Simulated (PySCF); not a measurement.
This script is equivalent to a calculation on S (sulfur, neutral).

```python
from pyscf import gto, scf, dft, mp, cc
import basis_set_exchange as bse
mol = gto.M(atom="S 0 0 0", charge=0, spin=2, symmetry="D2h",
            basis=gto.basis.parse(bse.get_basis("aug-cc-pCVTZ-DK", elements=["S"], fmt="nwchem", augment_diffuse=1)),
            nucmod="G")
mf = dft.UKS(mol, xc="PBE").sfx2c1e()
mf.irrep_nelec = {'Ag': (3, 3), 'B1u': (2, 1), 'B2u': (2, 2), 'B3u': (2, 1)}
mf.kernel()
```

What total energy does it give?

-399.041 hartree (calculated).

Which occupied shell lies highest, and where?

3p β, at -6.148 eV.

What is ⟨S²⟩, and what would a pure spin state give?

2.004, against 2.00.
